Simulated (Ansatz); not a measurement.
# A barrier at the coupled-cluster level

Start structure (Si2H7ClO, singlet), relaxed at PBE0-D4/def2-TZVP:

```xyz
11
angstrom
Si -0.2923 -1.0068 -0.8814
Cl 1.7328 -1.4932 -0.8835
H -0.8020 -1.4634 -2.2007
H -0.9328 -1.8346 0.1713
Si -0.5832 1.2947 -0.5476
H 1.5824 -0.3750 1.4851
O 0.8141 0.0667 1.8610
H 0.7288 1.9522 -0.3389
H -1.2115 1.8696 -1.7716
H -1.4947 1.5368 0.5981
H 0.4583 -0.5469 2.5082
```

The step: Si₂H₅Cl ([SiH3][SiH2][Cl]) + H₂O → Si₂H₆O ([OH][SiH2][SiH3]) + HCl; bonds formed: Si1–O7, Cl2–H6; bonds broken: Si1–Cl2, H6–O7. Computed with Ansatz 0.2.0 (basis: def2-TZVPP and def2-QZVPP); correlated methods freeze the cores. Extrapolation: Hartree–Fock as exp(−7.88 √X), correlation as X^−2.97. Energies below are by CCSD(T) at an estimated basis limit (MP2 extrapolated from triple and quadruple zeta, plus CCSD(T) − MP2 in triple zeta).

What are the electronic barrier and the energy of the step, from the start structure to the end structure? (To be estimated.)

Computed: Barrier 21.95 kcal/mol; step energy 1.96 kcal/mol (uphill); reverse barrier, their difference, 20.00 kcal/mol. Barrier and step energy count from the start structure, the reverse barrier from the end structure.

The saddle point: One imaginary mode of 131i cm⁻¹.
```tsv
pair	start (Å)	saddle (Å)	end (Å)
Si1–O7	3.15	2.02	1.67
Cl2–H6	2.62	2.26	1.30
Si1–Cl2	2.08	2.26	4.17
H6–O7	0.96	0.97	1.80
```

Zero-point energy (harmonic, PBE0-D4): ZPE is 42.23 kcal/mol at the start and 42.70 kcal/mol at the saddle, so the barrier goes from 21.95 to 22.42 kcal/mol.

T1 diagnostic: at most 0.012.

The step is the kind of ligand exchange by which a precursor binds to a hydroxyl group, or is hydrolysed, in atomic layer deposition of oxides.

Labels in which every atom is bracketed show which atoms are joined, not bond orders.

For scale, one of the runs: CCSD(T)/def2-TZVPP, 255 basis functions, launched by `ansatz run in.yaml --threads 4 --pin off --events-out ev --progress --plain --max-ram 9574MiB`. The run took 3.5 min on 4 CPU threads of an Intel Xeon (shared host), with 5.2 GiB of host memory at its peak.
